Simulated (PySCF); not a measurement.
C3HBrClF, SMILES FC(Br)=C=CCl. Atoms are numbered in the order given.

```xyz
7

F      1.2808    -1.7379    -0.1972
C      0.5570    -0.6586     0.1084
Br     1.6397     0.8600     0.4667
C     -0.7564    -0.6331     0.1691
C     -2.0690    -0.5670     0.2407
Cl    -3.0980    -0.1491    -1.1077
H     -2.6397    -0.7732     1.1626
```

The structure is a stationary point at PBE-D3(BJ)/def2-SVP. This is a generated structure with no PubChem entry under its InChIKey; it may be hypothetical.

Two levels are set side by side: PBE/pcSseg-1 (PySCF) and PBE0/pcSseg-1 (PySCF). GIAO shifts against CFCl3 (¹⁹F), HCl (³⁵Cl), TMS (¹H), TMS (¹³C) at the same level; non-relativistic, no solvent, atoms listed together averaged. Without spin–orbit terms, shifts of atoms bonded to Cl or Br come out too high at both levels. Differences are taken from unrounded values.

```tsv
quantity	PBE0	PBE	PBE minus PBE0
δ(¹⁹F) of F1 (ppm)	-74.0	-73.5	0.5
δ(¹³C) of C2 (ppm)	153.5	154.2	0.7
δ(¹³C) of C4 (ppm)	207.0	204.2	-2.7
δ(¹³C) of C5 (ppm)	119.0	117.9	-1.1
δ(³⁵Cl) of Cl6 (ppm)	276.1	318.7	42.6
δ(¹H) of H7 (ppm)	7.28	7.28	0.00
```

Rough cost on one machine, each run with all the roots and properties that it gave: PBE0 against PBE within a factor of 2.
